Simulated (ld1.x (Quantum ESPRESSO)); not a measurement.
Which change was made? (Ge, TM)

* Element: Ge (Z = 32)
* Generator: ld1.x (Quantum ESPRESSO) 7.5
* Type: norm-conserving Troullier–Martins (Kleinman–Bylander form)
* Functional: PBE
* Relativity: scalar-relativistic
* Frozen core: [Ar] 3d10
* Valence charge: 4
* Reference configuration: 4s2 4p1.5 (charge +0.5)
* Partial waves: 4s (bound): rc 1.90 bohr; 4p (bound): rc 2.40 bohr
* Local potential: the p channel
* Core correction: none

Cutoffs, loose and tight: the cutoffs (Ry, on a coarse ladder) from which the occupation-weighted sum of valence levels, in a spherical-Bessel basis at the reference potential, stays within 10 and 1 mRy of its value at 400 Ry. They do not see the model core or the augmentation charge, which bear on the density cutoff. Test errors are all-electron minus pseudo excitation energies from the reference, over the configurations 4s2 4p2; 4s2 4p1; 4s2 4p0; 4s2 4p2.3; 4s1 4p2; 4s1 4p0; 4s0 4p4; variants that change the core or the reference have their own tests.

The base gives: outcome: generated; cutoff, loose: 25 Ry; cutoff, tight: 40 Ry; bound ghosts: none; largest test error (meV): +73.

Q: After one change the result is: outcome: generated; cutoff, loose: 25 Ry; cutoff, tight: 40 Ry; bound ghosts: none; largest test error (meV): -280. Which change was it?
A. core correction a·sin(br)/r model core inside 2.28 bohr
B. core correction a·sin(br)/r model core inside 0.78 bohr
C. core correction a·sin(br)/r model core inside 2.12 bohr

A: B. The others give: core correction a·sin(br)/r model core inside 2.12 bohr → outcome: generated; cutoff, loose: 25 Ry; cutoff, tight: 40 Ry; bound ghosts: none; largest test error (meV): -195 | core correction a·sin(br)/r model core inside 2.28 bohr → outcome: generated; cutoff, loose: 25 Ry; cutoff, tight: 40 Ry; bound ghosts: none; largest test error (meV): -145.
